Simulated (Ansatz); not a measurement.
Ansatz (a quantum-chemistry and plane-wave program) input:
A basis named .json is the Basis Set Exchange file of that set.

Ansatz 0.2 input:
```yaml
crystal:
  periodic: [false, false, false]
  atoms:
    - {symbol: V, position_ang: [-0.00000000, -0.00000000, 0.00000000]}
    - {symbol: Cl, position_ang: [1.70060743, -0.58504543, -1.15967758]}
    - {symbol: Cl, position_ang: [0.57933646, 0.51039355, 1.99576140]}
    - {symbol: Cl, position_ang: [-0.93077409, 1.73565643, -0.83687049]}
    - {symbol: Cl, position_ang: [-1.34916980, -1.66100455, 0.00078666]}
basis:
  gaussian:
    orbitals: def2-QZVPP.json
hamiltonian:
  xc: pbe
magnetization: {spin_polarized: true, initial_magnetization: 1}
correlation: {method: rpa, electrons: outside_noble_gas}
```

### Question
Which total energy does the run end on?

### Answer
-2782.78529 Eh (RPA@PBE/def2-QZVPP). The basis has 373 functions.

The spin state was set by rule; other spins were not relaxed.
